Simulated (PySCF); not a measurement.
**Adding and removing an electron: SrS**

PBE0; basis Sr def2-SVP with ECP28, S def2-SVP; scalar-relativistic core potentials; PySCF 2.14. Neutral (UKS): singlet (closed shell), Re = 2.449 Å, ωe = 409 cm⁻¹, De = 3.60 eV, HOMO -4.78 eV, LUMO -2.21 eV.

SrS⁺ (UKS): doublet (π ↑), Re = 2.635 Å, ωe = 333 cm⁻¹, De = 2.79 eV to Sr⁺ + S. The energies at the minima are -428.63785 hartree for SrS and -428.40173 for SrS⁺.

Q: Work out the adiabatic ionisation energy, without and with harmonic zero-point energies (1 hartree = 27.2114 eV, 1 eV = 8065.5 cm⁻¹), and the change of the bond length.

A: At PBE0: 0.23612 hartree = 6.425 eV between the minima; the zero-point term (333.0 − 409.0)/2 cm⁻¹ = -0.005 eV makes it 6.420 eV. Re changes by +18.6 pm against the neutral. Minus the HOMO energy is 4.78 eV, -1.65 eV from the value between the minima; self-interaction puts the Kohn–Sham level too high, less so with exact exchange. The electron leaves a π orbital; in so polar a molecule the change of length follows mostly from the change of the ionic charges.

Spin–orbit coupling is left out. For an ion De counts to the pair picked by the measured ionisation energies or electron affinities, which need not be the lowest pair at this level. States were picked by a PBE0 search and need not be the measured ground states.
